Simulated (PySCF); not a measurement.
An excited-state job on `CCN1C=C(Cl)N=N1`.

Method: TDDFT PBE0/def2-SVPD, vertical, gas phase, core orbitals frozen in the response (PySCF 2.14.0, density-fitted response routines). Geometry: GFN2-xTB. The command runs a driver script over a list of jobs; the input below is this job's line of settings and its coordinates in Å.

Command:
```bash
OMP_NUM_THREADS=1 python probes_run.py task.json out
```

Input:
```
{"job": {"kind": "uv", "xc": "PBE0", "basis": "def2-SVPD", "nstates": 8, "ntriplets": 3}, "charge": 0, "multiplicity": 1}
C     -1.904818     0.419108     0.354659
C     -1.058234    -0.628371    -0.362255
N      0.339277    -0.452759    -0.072131
C      1.188422     0.478940    -0.556643
C      2.376346     0.204810     0.095631
Cl     3.867880     1.002050    -0.054995
N      2.180080    -0.843630     0.915112
N      0.963522    -1.222476     0.805107
H     -1.736524     0.364019     1.427266
H     -1.652535     1.420442     0.013528
H     -2.957185     0.238185     0.156015
H     -1.205488    -0.566810    -1.444042
H     -1.323295    -1.629479    -0.016731
H      0.921873     1.215499    -1.282685
```

Output:
```
coarse grid: 12880 points
cycle   1  E = -779.4514983449  dE =  1.468e+00  |g| = 4.469e-01  |ddm| = 6.598e+00
cycle   2  E = -779.4010132479  dE =  5.049e-02  |g| = 6.800e-01  |ddm| = 2.414e+00
cycle   3  E = -779.4964169473  dE = -9.540e-02  |g| = 1.294e-01  |ddm| = 1.464e+00
cycle   4  E = -779.4993707451  dE = -2.954e-03  |g| = 5.604e-02  |ddm| = 3.219e-01
cycle   5  E = -779.5001321914  dE = -7.614e-04  |g| = 1.157e-02  |ddm| = 1.463e-01
cycle   6  E = -779.5001609564  dE = -2.876e-05  |g| = 4.408e-03  |ddm| = 3.761e-02
cycle   7  E = -779.5001654205  dE = -4.464e-06  |g| = 1.287e-03  |ddm| = 1.108e-02
final grid: 121792 points
cycle   8  E = -779.5816268916  dE = -3.613e-05  |g| = 6.105e-03  |ddm| = 9.732e-02
cycle   9  E = -779.5816238905  dE =  3.001e-06  |g| = 7.098e-03  |ddm| = 2.257e-02
cycle  10  E = -779.5816362014  dE = -1.231e-05  |g| = 1.514e-03  |ddm| = 1.179e-02
cycle  11  E = -779.5816366967  dE = -4.953e-07  |g| = 2.885e-04  |ddm| = 3.495e-03
cycle  12  E = -779.5816367154  dE = -1.872e-08  |g| = 8.559e-05  |ddm| = 6.505e-04
cycle  13  E = -779.5816367168  dE = -1.335e-09  |g| = 4.289e-05  |ddm| = 2.468e-04
cycle  14  E = -779.5816367172  dE = -3.877e-10  |g| = 1.239e-05  |ddm| = 1.196e-04
converged SCF energy = -779.5816367172

Static polarisability (au): isotropic 80.833, principal 58.327 74.891 109.281

Singlet excitations
state   eV       nm        f      main configurations
  1   5.7611    215.2   0.00530   H-1->L 0.97
  2   6.1227    202.5   0.07885   H->L 0.93
  3   6.7752    183.0   0.00458   H->L+1 0.67, H->L+3 0.24
  4   6.9196    179.2   0.00088   H->L+3 0.60, H->L+1 0.25
  5   6.9965    177.2   0.00477   H-1->L+2 0.83
  6   7.0682    175.4   0.02341   H->L+2 0.58, H-2->L 0.33
  7   7.4502    166.4   0.02667   H-1->L+1 0.91
  8   7.4758    165.8   0.00210   H-3->L 0.55, H-4->L 0.40

Triplet excitations (Tamm-Dancoff, eV): 4.4710 4.8458 5.4560
```

The SCF starts on a coarse grid where the log names one; the energy can jump when the final grid takes over, and dE then counts from the start density on the new grid. H and L stand for HOMO and LUMO; the number after each pair is its weight.

**Question.** Give the mean polarisability as a volume in Å³, and the ratio of the largest to the smallest principal value.

**Answer.** 80.833 au × 0.148185 = 11.98 Å³; 109.281/58.327 = 1.87.

**Question.** How does the lowest singlet excitation compare with the HOMO–LUMO gap?

**Answer.** HOMO -7.37 eV and LUMO -0.44 eV give a gap of 6.93 eV; S1 at 5.76 eV lies 1.17 eV below it.

In short: HOMO -7.37 eV, LUMO -0.44 eV; lowest singlet 5.76 eV; lowest triplet 4.47 eV (Tamm–Dancoff); mean polarisability 80.8 au.

**Question.** How long does this job take on Arm Neoverse N1, one thread, shared host with 64 logical CPUs at a one-minute load of 59? And the peak memory of the process?

**Answer.** About 79 s (density and orbital grids were written too), with 0.85 GiB resident at the peak, the Python interpreter and its libraries included.

One conformer stands for the species.
Labels such as C1 count atoms from 1, the log's own numbers from 0.
